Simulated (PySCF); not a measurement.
SMILES C[Si](O)(C)/C=[CH]/[Al]([OH])[OH], singlet, GFN2-xTB optimised geometry.

```
20

Si    -0.61    -2.86     0.01
C     -0.67    -3.58     1.77
C     -2.35    -2.78    -0.77
O      0.35    -3.92    -0.80
C      0.17    -1.13     0.00
C     -0.48     0.03    -0.01
Al     0.45     1.78     0.00
O     -0.49     3.13     0.00
O      2.10     1.78     0.00
H      0.33    -3.67     2.18
H     -1.11    -4.57     1.77
H     -1.24    -2.95     2.43
H     -2.76    -3.78    -0.91
H     -2.33    -2.29    -1.74
H     -3.04    -2.23    -0.14
H      0.54    -3.80    -1.73
H      1.26    -1.10     0.01
H     -1.56     0.02    -0.02
H     -1.01     3.92     0.00
H      3.04     1.75     0.01
```

Density from PySCF with PBE0/def2-SVP at that geometry.

Minimum of the electron density along straight lines between bonded atoms, close to the bond critical point (lines longer than 1.1 times the sum of covalent radii, or with two minima, are not listed):

```
bond    length / Å  ρ at the minimum / e bohr⁻³  ∇²ρ there / e bohr⁻⁵  position (fraction from the first atom)
------  ----------  ---------------------------  --------------------  ---------------------------------------
Si1–C2       1.900                        0.112                  0.32                                     0.38
Si1–C3       1.906                        0.111                  0.31                                     0.38
Si1–O4       1.641                          [?]                  1.03                                     0.41
Si1–C5       1.897                        0.112                  0.33                                     0.38
C5–C6        1.332                        0.337                   [?]                                     0.50
C6–Al7       1.981                        0.081                  0.31                                     0.60
Al7–O8       1.647                        0.103                  1.04                                     0.44
Al7–O9       1.648                        0.103                  1.03                                     0.44
C2–H11       1.085                        0.272                 -0.97                                     0.62
C2–H12       1.085                        0.272                 -0.97                                     0.62
C3–H13       1.086                        0.271                 -0.96                                     0.62
C3–H14       1.087                        0.270                 -0.96                                     0.62
C3–H15       1.085                        0.271                 -0.96                                     0.62
O4–H16       0.953                        0.357                   [?]                                     0.82
C5–H17       1.086                        0.277                 -1.02                                     0.63
C6–H18       1.086                        0.276                 -1.01                                     0.62
O8–H19       0.945                        0.363                 -2.58                                     0.82
O9–H20       0.945                        0.363                 -2.58                                     0.82
```

**Question.** Some entries are withheld; supply them.

**Answer.** 
- Si1–O4, ρ at the minimum / e bohr⁻³: 0.125
- C5–C6, ∇²ρ there / e bohr⁻⁵: -0.89
- O4–H16, ∇²ρ there / e bohr⁻⁵: -2.41
